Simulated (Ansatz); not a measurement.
Basis-set series for CH$_{4}$AlNS, SMILES `[AlH2]/[N]=C\S`. Charge 0, multiplicity 1. The geometry is a stationary point of PBE0-D4/def2-TZVP. It is one conformer, not always the lowest.

```json
{"functional": "PBE0-D4", "basis": "def2-TZVPP", "functions": "202", "energy (Eh)": "-735.57537", "HOMO (eV)": "-7.05", "LUMO (eV)": "-0.89"}
{"functional": "PBE0-D4", "basis": "def2-QZVPP", "functions": "374", "energy (Eh)": "-735.60041", "HOMO (eV)": "-7.07", "LUMO (eV)": "-0.96"}
{"functional": "ωB97M-V", "basis": "def2-TZVPP", "functions": "202", "energy (Eh)": "-735.85957", "HOMO (eV)": "-9.26", "LUMO (eV)": "0.72"}
{"functional": "ωB97M-V", "basis": "def2-QZVPP", "functions": "374", "energy (Eh)": "-735.88346", "HOMO (eV)": "-9.29", "LUMO (eV)": "0.43"}
```

Give the rows for def2-SVP. (An estimate is asked.)

The calculation gave: 
| functional | basis | functions | energy (Eh) | HOMO (eV) | LUMO (eV) |
| --- | --- | --- | --- | --- | --- |
| PBE0-D4 | def2-SVP | 84 | -735.24397 | -6.99 | -0.75 |
| ωB97M-V | def2-SVP | 84 | -735.52498 | -9.16 | 0.97 |

Positive LUMOs are unbound and depend on the basis.

All numbers were calculated with Ansatz.
